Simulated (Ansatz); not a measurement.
Li8I8 (started as a model of: 2x2x4 LiI rock-salt block), relaxed as a singlet with RKS PBE-D4/def2-SVP in Ansatz, starting from the GFN2-xTB geometry. Force threshold 0.03 eV/Å.

In the def2 sets I takes a core potential; there is no spin–orbit coupling.

Start:

```xyz
16

Li   -3.086    2.230   -2.186
I    -2.526   -0.276   -1.064
Li   -1.117   -2.268    0.271
I    -0.069   -4.548    1.539
I    -2.656    4.001   -0.017
Li   -1.431    1.758    1.157
I    -0.411   -0.312    2.707
Li    0.993   -2.650    3.356
I    -0.870    2.655   -3.903
Li    0.232    0.500   -2.480
I     1.510   -1.760   -1.485
Li    2.364   -3.682    0.368
Li   -0.268    4.101   -1.542
I     1.426    2.351   -0.155
Li    2.311    0.010    1.058
I     3.598   -2.109    2.377
```

Task: Estimate the energy that the relaxation releases and the steps that it takes.

Result: 11.0 kcal/mol, in 4 steps; 41 s on 4 threads of Arm Neoverse V2 on a shared host. No frequencies were taken in this run, so the end may be a saddle point.

Task: Does the start keep its bonding and symmetry?

Result: By distances, no bond broke or formed. The bond that changes most is I2–Li6, from 3.20 to 2.85 Å (atoms count from 1). Point group D2d at the start, D2d at the end, both within 0.05 Å.

Task: Predict the relaxed structure.

Result: 
Cartesian coordinates in Å:
```
Li -2.8949 2.2199 -2.0952
I -2.4445 -0.2453 -1.0357
Li -0.7533 -2.0150 0.3507
I -0.0691 -4.4379 1.5009
I -2.5915 3.9037 -0.0141
Li -1.2484 1.6134 0.7689
I -0.3853 -0.3230 2.6185
Li 1.0062 -2.5995 3.1509
I -0.8498 2.5914 -3.8093
Li 0.0610 0.6265 -2.0859
I 1.4659 -1.7168 -1.4180
Li 2.2422 -3.5301 0.4558
Li -0.3526 3.9096 -1.5128
I 1.3630 2.2854 -0.1634
Li 1.9399 -0.2247 0.9676
I 3.5115 -2.0575 2.3211
```
Bond lengths (bridged metal pairs left out): 28 × I–Li 2.69 to 2.85 Å.
